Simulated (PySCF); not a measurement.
**SMILES C#CC(=O)C(Cl)=C=S, C$_{5}$HClOS**

Geometry:
```json
{"atom": "C1", "x (Å)": "-2.529", "y (Å)": "0.346", "z (Å)": "-0.124"}
{"atom": "C2", "x (Å)": "-1.414", "y (Å)": "-0.051", "z (Å)": "0.081"}
{"atom": "C3", "x (Å)": "-0.119", "y (Å)": "-0.597", "z (Å)": "0.374"}
{"atom": "O4", "x (Å)": "0.049", "y (Å)": "-1.617", "z (Å)": "1.004"}
{"atom": "C5", "x (Å)": "0.986", "y (Å)": "0.218", "z (Å)": "-0.175"}
{"atom": "Cl6", "x (Å)": "0.580", "y (Å)": "1.667", "z (Å)": "-1.065"}
{"atom": "C7", "x (Å)": "2.251", "y (Å)": "-0.105", "z (Å)": "-0.020"}
{"atom": "S8", "x (Å)": "3.705", "y (Å)": "-0.566", "z (Å)": "0.216"}
{"atom": "H9", "x (Å)": "-3.495", "y (Å)": "0.711", "z (Å)": "-0.315"}
```

Computed with GIAO KT3/pcSseg-1 magnetisability, rotational g tensor and spin-rotation constants, non-relativistic, gas phase in PySCF. Geometry: GFN2-xTB.

Give the nuclear spin-rotation constants along the inertial axes (H = +C I·J) beside the isotropic shieldings.

Rotational constants 2.4911, 0.9420, 0.6835 GHz. A star marks the isotopologue with that one atom substituted, in its own axes.
| atom | isotope | Caa (kHz) | Cbb (kHz) | Ccc (kHz) | mean (kHz) | σ (ppm) |
| --- | --- | --- | --- | --- | --- | --- |
| Cl6 | 35Cl | 0.131 | 0.242 | 0.278 | 0.217 | 745.2 |
| H9 | 1H | 0.112 | -0.106 | -0.080 | -0.025 | 28.2 |
| C1 | 13C* | 0.446 | 0.265 | 0.201 | 0.304 | 95.6 |
| C2 | 13C* | 0.061 | 0.314 | 0.241 | 0.205 | 106.5 |
| C3 | 13C* | 1.249 | 0.315 | 0.173 | 0.579 | 22.4 |
| O4 | 17O* | -1.542 | -0.822 | -0.034 | -0.799 | -230.8 |
| C5 | 13C* | 0.773 | 0.335 | 0.119 | 0.409 | 78.0 |
| C7 | 13C* | 1.181 | 0.423 | 0.419 | 0.674 | -74.5 |
| S8 | 33S* | 1.684 | 0.240 | 0.313 | 0.746 | 55.4 |

For the geometry as given, no vibrational averaging.
